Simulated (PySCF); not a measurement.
# Worked example: chemical shift, span and skew from a shielding tensor

Se(F)(NMe2) (C2H6FNSe), SMILES CN(C)[Se]F. Atoms are numbered in the order given.

```xyz
11

Se    -0.7660    -0.4103     0.0000
F     -1.3319     1.2938     0.0000
N      0.9906    -0.2215     0.0000
C      1.6672     0.1814    -1.2261
C      1.6672     0.1814     1.2261
H      1.7127     1.2815    -1.3287
H      2.6980    -0.2110    -1.2243
H      1.1346    -0.2306    -2.0936
H      2.6980    -0.2110     1.2243
H      1.7127     1.2815     1.3287
H      1.1346    -0.2306     2.0936
```
Charge 0, spin multiplicity 1.

The structure is a stationary point at ωB97X-D3(BJ)/def2-SVP. The structure was generated by enumeration, and PubChem lists no compound with its InChIKey, so it may never have been made. Other conformers were not sampled.

GIAO shieldings from PBE/pcSseg-1 (PySCF), non-relativistic, no solvent. The symmetric part of the tensor of F2 has the principal values 127.6, 286.0, 852.4 ppm. The same nucleus in CFCl3 has σ = 133.6 ppm at this level (PySCF, at its B3LYP-D3(BJ)/def2-TZVP geometry).

Q: Work out the isotropic shielding, the ¹⁹F shift against CFCl3, the span and the skew.

A: 
σ(iso) = (σ11 + σ22 + σ33)/3 = 422.0 ppm. δ = σ(ref) − σ(iso) = 133.6 − (422.0) = -288.4 ppm.
Span Ω = σ33 − σ11 = 724.8 ppm. Skew κ = 3(σ(iso) − σ22)/Ω = 0.56. Tumbling in solution averages the tensor to δ; in a static solid the shielding alone would spread this spin-1/2 line over Ω.
